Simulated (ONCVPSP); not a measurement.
## iridium, ONCV: configuration errors across variants

Ir (Z = 77), optimised norm-conserving Vanderbilt (ONCV), made with ONCVPSP 4.0.1 (PBEsol, scalar-relativistic). Core [Kr] 4d10 4f14 5s2, reference 5p6 5d7 6s1.5 (charge +0.5). Waves: 6s: rc 2.25 bohr, ncon 4, nbas 7, qcut 2.6 1/bohr, 2 projectors, debl 2.1 Ha; 5p: rc 1.40 bohr, ncon 3, nbas 7, qcut 10.5 1/bohr, 2 projectors, debl 0.9 Ha; 5d: rc 1.40 bohr, ncon 5, nbas 9, qcut 9.4 1/bohr, local. Local part: the d channel. Core correction: polynomial model core, fcfact 0.4.

In the p channel the program set the typed energies aside and used -2.159, 0.250 Ha.

All-electron excitation energies from the reference (eV): (1) 5p6 5d7 6s2 -4.059; (2) 5p6 5d7 6s1 5.870; (3) 5p6 5d7 6s0 23.366; (4) 5p6 5d8 6s0 4.620.

3 further variants failed, have other tests or too few solved ones, and are left out.

Errors AE − PS in meV (a dash: test not solved or not reliable):

```csv
change,(1),(2),(3),(4),bound ghosts,GHOST(+) flags above zero
base,-0.1,-4.2,-33,-59,none,s
p: qcut 7.7,0.0,-4.2,-33,–,none,s
p: qcut 9.7,0.0,-4.2,-33,-58,none,s
p: qcut 11,-0.1,-4.2,-33,-59,none,s
```

(1) Give the same row for: p: qcut 6.8.

Results:

(1) 0.0, -4.2, -33, -51; bound ghosts: none; GHOST(+) flags above zero: s.
